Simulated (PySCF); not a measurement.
AgI, SMILES [Ag][I], multiplicity 1. Atoms are numbered in the order given.

```xyz
2

Ag     0.0000     0.0000    -1.3742
I      0.0000     0.0000     1.2186
```
Charge 0, spin multiplicity 1.

The structure is a stationary point at B3LYP-D3(BJ)/def2-TZVP. The spin state was assumed, not searched. The def2 effective core potentials stand for the cores of Ag, I; spin–orbit coupling is left out.

All values below come from TDDFT-PBE/def2-TZVPD (PySCF).

Vertical excitations; the highest root listed may be one member of a degenerate set. Isolated molecule, no solvent. State labels are in the subgroup C2v.

Give excitation energies, oscillator strengths and character. (Estimate from the structure and the level; the computed values follow.)


```json
[
 {"state": "S1", "symmetry": "B2", "energy (eV)": "2.00", "λ (nm)": "621", "f": "0.005", "main pairs": "HOMO→LUMO (degenerate set)"},
 {"state": "S2", "symmetry": "B1", "energy (eV)": "2.00", "λ (nm)": "621", "f": "0.005", "main pairs": "HOMO−1→LUMO (degenerate set)"},
 {"state": "S3", "symmetry": "A1", "energy (eV)": "3.43", "λ (nm)": "362", "f": "0.108", "main pairs": "HOMO−2→LUMO 94 %"},
 {"state": "S4", "symmetry": "A2", "energy (eV)": "4.45", "λ (nm)": "278", "f": "0.000", "main pairs": "HOMO−3→LUMO (degenerate set)"},
 {"state": "S5", "symmetry": "A1", "energy (eV)": "4.45", "λ (nm)": "278", "f": "0.000", "main pairs": "HOMO−4→LUMO (degenerate set)"},
 {"state": "S6", "symmetry": "B2", "energy (eV)": "4.85", "λ (nm)": "256", "f": "0.003", "main pairs": "HOMO−5→LUMO (degenerate set)"},
 {"state": "S7", "symmetry": "B1", "energy (eV)": "4.85", "λ (nm)": "256", "f": "0.003", "main pairs": "HOMO−6→LUMO (degenerate set)"},
 {"state": "S8", "symmetry": "A2", "energy (eV)": "5.06", "λ (nm)": "245", "f": "0.000", "main pairs": "HOMO→LUMO+1 50 %, HOMO−1→LUMO+2 50 %"},
 {"state": "S9", "symmetry": "A1", "energy (eV)": "5.08", "λ (nm)": "244", "f": "0.000", "main pairs": "HOMO→LUMO+2, HOMO−1→LUMO+1 (degenerate set)"},
 {"state": "S10", "symmetry": "A2", "energy (eV)": "5.08", "λ (nm)": "244", "f": "0.000", "main pairs": "HOMO−1→LUMO+2, HOMO→LUMO+1 (degenerate set)"},
 {"state": "T1", "symmetry": "B2", "energy (eV)": "1.74", "λ (nm)": "714", "f": "0", "main pairs": "HOMO→LUMO (degenerate set)"},
 {"state": "T2", "symmetry": "B1", "energy (eV)": "1.74", "λ (nm)": "714", "f": "0", "main pairs": "HOMO−1→LUMO (degenerate set)"},
 {"state": "T3", "symmetry": "A1", "energy (eV)": "2.53", "λ (nm)": "490", "f": "0", "main pairs": "HOMO−2→LUMO 100 %"},
 {"state": "T4", "symmetry": "A2", "energy (eV)": "4.16", "λ (nm)": "298", "f": "0", "main pairs": "HOMO−3→LUMO 100 %"}
]
```
Triplets are in the Tamm–Dancoff approximation, which puts them higher than full response would, so one can lie above its singlet here.
